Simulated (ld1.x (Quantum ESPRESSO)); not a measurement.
## Plane-wave convergence, RRKJ potential for neon

```
Element                 : Ne
Generator               : ld1.x (Quantum ESPRESSO) 7.5
Type                    : norm-conserving RRKJ (Kleinman–Bylander form)
Functional              : PBE
Relativity              : scalar-relativistic
Frozen core             : [He]
Valence charge          : 8
Reference configuration : 2s2 2p5 (charge +1)
Partial waves           : 2s (bound): rc 0.70 bohr; 2p (bound): rc 1.20 bohr
Local potential         : all-electron potential smoothed inside 0.70 bohr (lloc = -1)
Core correction         : Bessel-smoothed model core, default radius (core density twice the valence density)
rho0                    : 0.01
```

The pseudo-atom Hamiltonian at the reference potential is diagonalised in spherical Bessel functions j_l(qr) that vanish at 20 bohr, with q² up to the cutoff. All-electron valence levels (Ry): 2s -4.0902, 2p -2.3722.

Problem. How do the lowest levels (Ry) of each channel move with the cutoff, and are there ghosts?

Solution.

```
cutoff (Ry)     s #1     p #1     d #1     d #2     f #1    f #2  Σ f·Δε (mRy)
          8  -3.2004  -0.7590  -0.1212  -0.0316  -0.0410  0.0729        9846.0
         18  -3.3247  -1.1896  -0.1214  -0.0319  -0.0410  0.0729        7444.2
         35  -3.4346  -1.8716  -0.1215  -0.0321  -0.0410  0.0729        3814.5
         55  -3.6652  -2.2583  -0.1215  -0.0321  -0.0410  0.0729        1419.8
         80  -3.8507  -2.3666  -0.1215  -0.0321  -0.0410  0.0729         507.0
        120  -4.0122  -2.3721  -0.1215  -0.0321  -0.0410  0.0729         156.8
        200  -4.0857  -2.3722  -0.1215  -0.0321  -0.0410  0.0729           9.2
        350  -4.0903  -2.3722  -0.1215  -0.0321  -0.0410  0.0729           0.0
        400  -4.0903  -2.3722  -0.1215  -0.0321  -0.0410  0.0729           0.0
```

Result: no extra level below or beside the all-electron valence levels (s, p, d, f tested); 10 mRy is reached at 200 Ry and 1 mRy at 260 Ry.

Its largest configuration-test error is +1547 meV.
